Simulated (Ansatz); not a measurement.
C$_{2}$H$_{7}$BOS (`CCOBS`), relaxed with RKS PBE0-D4/def2-TZVP in Ansatz 0.2.0 from a PBE-D4/def2-SVP geometry. The force threshold is 0.005 eV/Å; the program also tests the step.

Total charge 0; spin multiplicity 1.

Start:

```xyz
12

C     0.854    1.656    0.069
C     0.749    0.310   -0.630
O    -0.586   -0.193   -0.555
B    -0.910   -1.276    0.193
S    -2.663   -1.763    0.216
H     0.648    1.558    1.154
H     1.873    2.076   -0.054
H     0.127    2.377   -0.357
H     1.000    0.411   -1.708
H     1.457   -0.425   -0.186
H    -0.072   -1.902    0.820
H    -2.476   -2.830    1.038
```

Problem. By how much does the energy fall, and how many steps does the optimiser take? (An estimate is asked.)

Solution. Computed: 4.24 kJ/mol, in 6 steps, 1 of them rejected.

Problem. Which bonds change most? (An estimate is asked.)

Solution. Computed: B4–H11 from 1.220 to 1.199 Å; S5–H12 from 1.360 to 1.341 Å; C2–H9 from 1.111 to 1.093 Å; C2–H10 from 1.113 to 1.095 Å.

Problem. Give the relaxed structure. (Best estimate.)

Solution. Ansatz gave: 
```xyz
12

C     0.850    1.647    0.067
C     0.743    0.309   -0.621
O    -0.588   -0.180   -0.543
B    -0.902   -1.263    0.187
S    -2.641   -1.758    0.228
H     0.633    1.554    1.133
H     1.861    2.047   -0.044
H     0.147    2.360   -0.366
H     0.988    0.401   -1.683
H     1.430   -0.418   -0.175
H    -0.072   -1.883    0.790
H    -2.449   -2.817    1.028
```
